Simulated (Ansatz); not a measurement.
Two isomers of C2H7FSSi: A = `C[Si](C)(F)S`, B = `CC[SiH](F)S`.

Computed with Ansatz on PBE0-D4/def2-TZVP structures; ΔE is electronic, products minus reactants. CCSD(T)/CBS adds triple-zeta CCSD(T) − MP2 to the extrapolated MP2 energy (def2 sets, frozen cores). Functionals use def2-TZVPP. B3LYP here is the variant with VWN-RPA as its local correlation; programs differ in this. Each species was taken in one conformer, which may not be the lowest.

Which isomer does CCSD(T)/CBS put lower? Give the gap. (Estimate.)

Computed: A, by 59.0 kJ/mol.

Give E(B) − E(A) in kJ/mol with B3LYP-D4, PBE0-D4, CCSD/def2-TZVPP, ωB97M-V, CCSD(T)/def2-SVP, LDA (SPW92), MP2/def2-TZVPP. (An estimate is asked.)

Ansatz gave: B3LYP-D4 59.0, PBE0-D4 59.4, CCSD/def2-TZVPP 57.1, ωB97M-V 60.9, CCSD(T)/def2-SVP 42.8, LDA (SPW92) 57.3, MP2/def2-TZVPP 59.5. None reverses the order clearly.

Does the order hold for the free energy at 298.15 K (harmonic terms from PBE0-D4)? (Estimate.)

Computed: Yes: G(B) − G(A) = +62.6 kJ/mol, for one conformer each.

Largest T1 diagnostic: 0.011.

Leaving LDA and LC-ωPBE aside and taking each functional with its dispersion term where it has one, the values, not all of them listed here, spread over 6.6 kJ/mol, from ωB97X-V to B97M-V. At CCSD(T), def2-SVP lies −16.2 kJ/mol from the extrapolated value and def2-TZVPP −1.6 kJ/mol.
